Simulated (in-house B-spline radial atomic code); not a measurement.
# PBE hybrid excitations of Bi³⁺

Method: PBE hybrid with 0.7 exact exchange. Computed with a B-spline radial code for spherical atoms: linear response of the closed shell [Xe] 4f14 5d10 6s2 with the functional's adiabatic kernel; scalar-relativistic (spin-free one-electron X2C), finite nucleus, no spin-orbit coupling, no double excitations, S, P, D and F terms only; shells from n = 4 respond. Only terms of natural parity with L up to 3 were computed.

Spin-orbit coupling is strong here, so these LS terms don't match observed levels.

Command:
```bash
python run_td.py task.json out
```
Settings (radii: box in bohr, nucleus in fm):
```
Z                        83
electrons                80
configuration            [Xe] 4f14 5d10 6s2
hamiltonian              x2c
method                   pbeh
box_radius               23.08
exact_exchange_fraction  0.7
rms_radius               5.5211
intervals                71
```

Run time, properties included: 7 s on 1 thread of Arm Neoverse N1 (shared host).

The lowest states, in the order of their Tamm-Dancoff energies; the method's threshold (minus the highest occupied level) is 42.73 eV. Labels give the largest channel, * marks a mixed state, and oscillator strengths are full-response dipole values. Semilocal kernels can invert the small singlet-triplet splittings of Rydberg terms. Energies in eV:

```csv
state,full response,Tamm-Dancoff,oscillator strength
6s → 6p 3P,10.082,10.321,-
6s → 6p 1P,13.233,13.586,1.67
6s → 7s 3S,?,?,-
6s → 6d 3D,24.045,24.055,-
6s → 7s 1S,24.486,24.521,-
6s → 6d 1D,24.529,24.545,-
6s → 7p 3P*,?,?,-
```

Problem. Where does 6s → 7s 3S lie?

Solution. At 23.858 eV in full response, 23.867 eV in Tamm-Dancoff.

Problem. Where does 6s → 7p 3P lie?

Solution. At 27.600 eV in full response, 27.648 eV in Tamm-Dancoff.

Problem. How large is the singlet-triplet splitting of 6s → 6p (P terms) in Tamm-Dancoff?

Solution. 3.26 eV, from the unrounded values.

Problem. What polarisabilities and dispersion coefficient does the method give?

Solution. Dipole 10.57 bohr³, quadrupole 26.85 bohr⁵, C6 64.59 hartree·bohr⁶ for two such species.
